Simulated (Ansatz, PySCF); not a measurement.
Breaking the Ga1–H2 bond in GaH3Se (SMILES [GaH2][SeH]) (multiplicity 1 held, fragments rigid). Energies count from the point at 1.561 Å.
Geometry at that point (charge 0, multiplicity 1):
```csv
atom,x (Å),y (Å),z (Å)
Ga,0.2749,0.0112,-1.1530
H,-0.8038,-0.5760,-2.1169
H,1.6617,0.6037,-1.5559
Se,-0.3040,-0.0284,1.1136
H,0.9571,0.5901,1.5522
```

Restricted levels (R-, RO-) in cc, def2 and unpolarised 6-31G sets keep to the state of the molecule at rest. Unrestricted levels (U-) break spin symmetry where that is lower. Levels need not reach the same state.

Cores are frozen in the correlated methods. Filled d and f shells under p-block atoms count as core. Rows in 3-21G, LANL2DZ carry no dispersion term and start afresh at each structure; the Pople sets are all-electron and without relativity. LANL2DZ brings its own core potentials from Na on.

Programs: Ansatz (a program for electronic structure) with Gaussian orbitals; PySCF for 3-21G rows, LANL2DZ rows. Each number belongs to the level named beside it.

Task: One of these levels gives 339.1 kJ/mol for the energy at R = 4.996 Å. Which?
A) U-r2SCAN/cc-pVTZ
B) U-HF/LANL2DZ
C) R-SCS-MP2/cc-pVTZ
D) R-HF/3-21G

Result: A, U-r2SCAN/cc-pVTZ. The others give 684.5 (R-HF/3-21G), 264.4 (U-HF/LANL2DZ), 453.7 (R-SCS-MP2/cc-pVTZ)

Doubts at one or more of the structures used: a restricted determinant that unrestricted orbitals would lower (R-HF/3-21G, R-SCS-MP2/cc-pVTZ); a spin-contaminated determinant (U-HF/LANL2DZ, U-r2SCAN/cc-pVTZ).
